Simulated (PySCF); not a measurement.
Shapes and spin states of [ZrS2]-

Method: PySCF, PBE0, basis Zr def2-SVPD with ECP28, S def2-SVPD (scalar-relativistic core potentials, no spin–orbit coupling, density fitting).

Relaxations began from a few typed shapes and spin states; open shells are unrestricted. The search is not exhaustive: other isomers or separated fragments can lie lower, and high-lying points may rest on an excited occupation.

(1) Which is the lowest minimum found?
A. doublet (⟨S²⟩ 1.27) C2v: S–S 2.111 Å, Zr–S 2.457 Å (×2); S–S–Zr 64.6° (×2), S–Zr–S 50.9°
B. doublet C2v: Zr–S 2.264 Å (×2); S–Zr–S 117.4°
C. doublet D∞h: Zr–S 2.318 Å (×2); S–Zr–S 180.0°
D. quartet C2v: S–S 2.121 Å, Zr–S 2.485 Å (×2); S–S–Zr 64.7° (×2), S–Zr–S 50.5°

## Answers

(1) B. The others lie at 69.9 (doublet D∞h, a saddle point), 277.4 (doublet C2v), 294.8 (quartet C2v) kJ/mol above it.

Formally Zr is in oxidation state +3, d1, with 1 unpaired electron. The Mulliken spin on Zr is 1.28. The polar-tensor charge on Zr, 0.87, is far below the formal one.

For the lowest minimum: other spin states or occupations of the open shell can lie lower. The lowest empty level of this anion is unbound, so it and the gap depend on the basis.
